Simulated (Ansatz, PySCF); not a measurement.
CHO, SMILES [C][OH+] (connectivity only; charge and spin as stated), charge +1, multiplicity 1.

Coordinates come from a PBE0-D3(BJ)/def2-TZVPD optimisation.

Vertical ionisation energy (IE) and electron affinity (EA) in eV. Rows of orbital energies are one-electron estimates. Where ΔSCF, EOM or ADC give a negative EA the extra electron is unbound and the value depends on the basis.

```csv
level,IE,EA
"−ε(HOMO), −ε(LUMO), PBE0/def2-TZVPD (PySCF)",19.29,9.75
"−ε(HOMO), −ε(LUMO), M06-2X/def2-TZVPD (PySCF)",20.83,8.42
"−ε(HOMO), −ε(LUMO), PBE/def2-TZVPD (PySCF)",17.54,11.15
EOM-CCSD/aug-cc-pVDZ (PySCF),22.81,6.09
ADC(3)/aug-cc-pVDZ (PySCF),22.33,6.14
"ΔSCF, ωB97X-V/def2-TZVPD (Ansatz), final states of multiplicity 2 and 2",22.89,6.48
"ΔSCF, PBE/def2-TZVPD (Ansatz), final states of multiplicity 2 and 2",22.59,6.56
```

**Question.** What vertical singlet–triplet gap does ΔSCF give with ωB97X-V/def2-TZVPD (Ansatz, a quantum-chemistry and plane-wave program) and with PBE/def2-TZVPD (Ansatz)? (Estimate from the structure and the level; the computed values follow.)

**Answer.** 5.29 and 5.00 eV (triplet above singlet where positive).

**Question.** Give the lowest 1s main lines (those of the lightest heavy element) from CVS-ADC(2)-x/aug-cc-pVDZ (PySCF, non-relativistic), with pole strengths. (Estimate from the structure and the level; the computed values follow.)

**Answer.** 309.5 eV (1.53).

**Question.** Beyond the first one, list the lowest photoelectron lines from ADC(3)/aug-cc-pVDZ in PySCF with their pole strengths (two spins summed). (The exact figures need the calculation; the answer reports its results.)

**Answer.** 27.17 eV (1.79), 27.17 eV (1.79), 31.61 eV (0.11).
